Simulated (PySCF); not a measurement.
# Magnetic susceptibility: `InChI=1S/C5H7FO2/c1-4(7)3-8-5(2)6/h2-3H2,1H3`

Molfile (atoms numbered from 1):
```
C5H7FO2
     RDKit          3D

 15 14  0  0  0  0  0  0  0  0999 V2000
    2.7715    0.4682   -0.5572 C   0  0  0  0  0  0  0  0  0  0  0  0
    1.7978    0.1972    0.2927 C   0  0  0  0  0  0  0  0  0  0  0  0
    2.0455    0.0834    1.6148 F   0  0  0  0  0  0  0  0  0  0  0  0
    0.5137    0.0174   -0.0481 O   0  0  0  0  0  0  0  0  0  0  0  0
   -0.4197   -0.2694    0.9775 C   0  0  0  0  0  0  0  0  0  0  0  0
   -1.8368   -0.3289    0.4178 C   0  0  0  0  0  0  0  0  0  0  0  0
   -1.9576   -0.0499   -1.0474 C   0  0  0  0  0  0  0  0  0  0  0  0
   -2.7634   -0.5847    1.1404 O   0  0  0  0  0  0  0  0  0  0  0  0
    2.5648    0.5552   -1.6043 H   0  0  0  0  0  0  0  0  0  0  0  0
    3.7755    0.6019   -0.2082 H   0  0  0  0  0  0  0  0  0  0  0  0
   -0.1937   -1.2324    1.4556 H   0  0  0  0  0  0  0  0  0  0  0  0
   -0.3942    0.4988    1.7621 H   0  0  0  0  0  0  0  0  0  0  0  0
   -1.5193    0.9203   -1.2693 H   0  0  0  0  0  0  0  0  0  0  0  0
   -3.0004   -0.0739   -1.3496 H   0  0  0  0  0  0  0  0  0  0  0  0
   -1.3882   -0.7950   -1.5988 H   0  0  0  0  0  0  0  0  0  0  0  0
  1  2  2  0
  2  3  1  0
  2  4  1  0
  4  5  1  0
  5  6  1  0
  6  7  1  0
  6  8  2  0
  1  9  1  0
  1 10  1  0
  5 11  1  0
  5 12  1  0
  7 13  1  0
  7 14  1  0
  7 15  1  0
M  END
```

Computed with GIAO KT3/pcSseg-1 magnetisability, rotational g tensor and spin-rotation constants, non-relativistic, gas phase (PySCF 2.14.0). Geometry: GFN2-xTB.

Problem. What are the magnetisability and the molar susceptibility?

Solution. Isotropic -981 × 10⁻³⁰ J/T², or -59.1 × 10⁻⁶ cm³/mol; principal values -1115, -947, -882 × 10⁻³⁰ J/T², anisotropy 209 × 10⁻³⁰ J/T² (root of half the summed squared differences of the principal values). The susceptibility is in cgs units.

Problem. Split it along the inertial axes a, b, c into diamagnetic and paramagnetic parts about the centre of mass, with the quadrupole moment.

Solution. 
```tsv
axis	χ (10⁻⁶ cm³/mol)	diamagnetic (10⁻⁶ cm³/mol)	paramagnetic (10⁻⁶ cm³/mol)	summed x² of all electrons (Å²)	quadrupole Θ (D Å)
a	-53.3	-340.3	287.0	260.7	-8.09
b	-56.8	-1160.1	1103.3	67.5	+3.97
c	-67.2	-1392.2	1325.1	12.8	+4.12
```
Anisotropies 2χaa − χbb − χcc = +17.3 and 2χbb − χaa − χcc = +6.9 × 10⁻⁶ cm³/mol. Θ is traceless in Buckingham's convention.

Problem. And the rotational g tensor?

Solution. 
```tsv
axis	rotational constant (GHz)	g	nuclear part	electronic part
a	4.8974	-0.0637	0.5966	-0.6603
b	1.0713	-0.0158	0.5395	-0.5553
c	0.8893	-0.0088	0.5448	-0.5536
```
Asymmetric top; isotopes 12C, 19F, 1H, 16O; no vibrational averaging.
